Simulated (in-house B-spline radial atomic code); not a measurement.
A radial electron density 4πr²n(r) was computed for an atom or ion in its tabulated ground configuration with a B-spline radial code for spherical atoms; method: non-relativistic AM05, spin-polarised, spherical fractional occupations. Columns: r (bohr), 4πr²n(r) (electrons per bohr), bar.

```
 0.00461   0.3308 #
 0.00554   0.4664 #
 0.00665   0.6529 ##
 0.00798   0.9082 ###
 0.00959    1.258 ####
  0.0115    1.722 #####
  0.0138    2.335 #######
  0.0166    3.143 ##########
  0.0199    4.147 #############
  0.0239    5.394 ################
  0.0287    6.871 #####################
  0.0345    8.552 ##########################
  0.0414    10.32 ###############################
  0.0497    12.02 #####################################
  0.0597    13.46 #########################################
  0.0717    14.35 ############################################
  0.0861    14.49 ############################################
   0.103    13.79 ##########################################
   0.124    12.34 #####################################
   0.149    10.58 ################################
   0.179    9.112 ############################
   0.215    8.524 ##########################
   0.258    9.065 ############################
    0.31    10.47 ################################
   0.372    11.96 ####################################
   0.447    12.66 ######################################
   0.536    11.96 ####################################
   0.644    9.865 ##############################
   0.773    7.034 #####################
   0.929     4.31 #############
    1.12    2.356 #######
    1.34    1.412 ####
    1.61    1.114 ###
    1.93    1.065 ###
    2.32   0.9476 ###
    2.78   0.6897 ##
    3.34   0.3864 #
    4.01   0.1626 
    4.82  0.04921 
    5.79   0.0103 
    6.95 0.001412 
    8.34 0.0001176
```

Which atom or ion is it?
A. Al+
B. Al
C. Si+
D. Mg+

A. The area under the curve, ∫4πr²n dr = ∫r·4πr²n d(ln r) on this logarithmic grid, is 12 electrons, which only this option has. The configuration is [Ne] 3s2.
